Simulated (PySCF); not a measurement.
Work out the structure from these simulated measurements.

Formula: C6H5Cl3.

* UV, strongest line: among the 8 lowest singlet transitions: S5 at 6.41 eV (193 nm, f = 0.089) [TDDFT CAM-B3LYP/def2-SVPD]
* 1H NMR: chemical shifts (computed TMS as zero) by class: 6.51 (1 H), 6.21 (1 H), 4.62 (1 H), 4.33 (1 H), 4.30 (1 H) ppm [GIAO PBE0/pcSseg-1]
* NMR, other nuclei: isotropic shieldings of nuclei other than C and H, by class: 749 (1 Cl), 812 (1 Cl), 813 (1 Cl) ppm [GIAO PBE0/pcSseg-1]
* Dipole: 1.46 D [CAM-B3LYP/def2-SVPD]
* 13C NMR: chemical shifts (computed TMS as zero) by class: 156.9 (1 C), 151.9 (1 C), 140.5 (1 C), 138.1 (1 C), 67.7 (1 C), 47.1 (1 C) ppm [GIAO PBE0/pcSseg-1]
* Triplet: lowest triplet excitation (Tamm–Dancoff): 2.56 eV [TDA CAM-B3LYP/def2-SVPD]
* UV, first state: lowest singlet excitation: 4.13 eV (300 nm, f = 0.048) [TDDFT CAM-B3LYP/def2-SVPD]
* Rotational structure: rotational constants A, B, C: 1.701, 0.529, 0.423 GHz [GFN2-xTB]

Electronic properties: PySCF, gas phase, density fitting. Levels stand in brackets. One conformer (not necessarily the lowest) at the GFN2-xTB geometry, without solvent, vibrations or thermal averaging. NMR values are class means; diastereotopic atoms form classes of their own.

Question: Give a SMILES that accounts for the data.

Answer: Numbering: `[Cl:1][CH2:2][C:3]1=[CH:4][C@@H:5]([Cl:6])[C:7]([Cl:8])=[CH:9]1`. Its formula, C6H5Cl3, gives 3 degrees of unsaturation: 1 ring and 2 π bonds in the structure found. 6 carbons fall into 6 classes; from least to most shielded: vinylic C–Cl carbon [C7] (156.9 ppm), fully substituted alkene carbon [C3] (151.9 ppm), alkene CH carbon [C4] (140.5 ppm), alkene CH carbon [C9] (138.1 ppm), sp3 C–Cl carbon [C5] (67.7 ppm), sp3 C–Cl carbon [C2] (47.1 ppm). Hydrogen classes from least to most shielded: 1 H on an alkene CH carbon, C9 (6.51 ppm), 1 H on an alkene CH carbon, C4 (6.21 ppm), 1 H on an sp3 C–Cl carbon, C5 (4.62 ppm), 1 H on an sp3 C–Cl carbon, C2 (4.33 ppm), 1 H on an sp3 C–Cl carbon, C2 (4.30 ppm). The other shieldings belong to: 749 ppm, vinyl chlorine [Cl8]; 812 ppm, alkyl chlorine [Cl6]; 813 ppm, alkyl chlorine [Cl1]. S1 is mainly HOMO→LUMO (weight 0.98); the largest Löwdin shares of the orbital it empties are 0.22 on an alkene CH carbon, 0.20 on the vinylic C–Cl carbon, 0.16 on the vinyl chlorine and 0.16 on an alkene CH carbon, of the orbital it fills 0.16 on an alkene CH carbon, 0.15 on the fully substituted alkene carbon, 0.15 on the vinylic C–Cl carbon and 0.14 on an alkyl chlorine. The optimised geometry has point group C1 and is an asymmetric top. Structure: `ClCC1=C[C@@H](Cl)C(Cl)=C1`. Computed isomers that give other values at the same levels: `C=C(C)C#CC(Cl)(Cl)Cl` (13C chemical shifts (computed TMS as zero) by class: 135.4 (1 C), 132.4 (1 C), 104.0 (1 C), 103.2 (1 C), 93.8 (1 C), 25.9 (1 C) ppm); `ClC(Cl)(Cl)C1C=CC=C1` (rotational constant A: 1.500 GHz; this holds for the one conformer computed). The assignments are read from this structure; whether some other isomer fits the data as well wasn't checked. The mirror image fits equally.

Shape of the structure used: `[Cl:1][CH2:2][C:3]1=[CH:4][C@@H:5]([Cl:6])[C:7]([Cl:8])=[CH:9]1`: Cl1–C2–C3–C4 109°.
